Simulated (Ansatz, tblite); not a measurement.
Isomers of V₂S₄ (singlet), found by a short tight-binding search and relaxed with PBE0-D4/def2-SVP in Ansatz.

The xTB rows come from tblite. LC-ωPBE has ω = 0.4 bohr⁻¹.

Run but left out: HF/STO-3G (A: restricted singlet, unstable in another Hartree–Fock run and untested here); HF/def2-SVP, MP2/def2-SVP, CCSD/def2-SVP, CCSD(T)/def2-SVP (flagged by the program: large difference); HF/def2-TZVP, MP2/def2-TZVP (A: restricted singlet, unstable towards broken spin symmetry).

A: The restricted singlet is unstable towards broken spin symmetry in Hartree–Fock (as tested in another run); at PBE-D4/def2-SVP, PBE-D4/def2-TZVP, r2SCAN-D4/def2-TZVP, B97M-V/def2-TZVP and others this wasn't settled. B: The restricted singlet is unstable towards broken spin symmetry in Hartree–Fock (as tested in another run); at PBE-D4/def2-SVP, PBE-D4/def2-TZVP, r2SCAN-D4/def2-TZVP, B97M-V/def2-TZVP and others this wasn't settled.

Other spin states weren't relaxed.

A:

```tsv
atom	x (Å)	y (Å)	z (Å)
V1	0.938	-0.093	-0.027
V2	-0.617	0.224	0.677
S3	0.160	-2.030	1.264
S4	0.558	2.324	0.188
S5	-0.374	1.373	-1.443
S6	-0.664	-1.798	-0.659
```

B:

```xyz
6

V    -0.939    0.738    0.202
V     0.744    0.252    0.534
S    -0.720   -1.651    0.557
S     0.323    0.329   -1.829
S     0.071    2.041    1.727
S     0.521   -1.710   -1.192
```

Task: Estimate their order by electronic energy at PBE0-D4/def2-TZVP, counted from the lowest.

Result: B (0.0) < A (10.2), in kJ/mol.

Task: Do the other levels pick the same lowest one?

Result: Not LC-ωPBE/def2-TZVP. Energies above each level's lowest (kJ/mol):

| level | A | B |
| --- | --- | --- |
| GFN1-xTB | 138.5 | 0.0 |
| GFN2-xTB | 161.5 | 0.0 |
| PBE-D4/def2-SVP | 12.4 | 0.0 |
| PBE-D4/def2-TZVP | 19.2 | 0.0 |
| r2SCAN-D4/def2-TZVP | 19.1 | 0.0 |
| B97M-V/def2-TZVP | 17.0 | 0.0 |
| r2SCANh-D4/def2-TZVP | 15.8 | 0.0 |
| PBE0-D4/def2-SVP | 0.5 | 0.0 |
| PBE0-D4/def2-TZVP | 10.2 | 0.0 |
| LC-ωPBE/def2-TZVP | 0.0 | 8.4 |
Point groups (tolerance 0.1 Å): A C2v, B Cs. Lower isomers may exist. From def2-SVP to def2-TZVP the PBE0 values move by up to 9.7 kJ/mol, so results in the small set are rough.
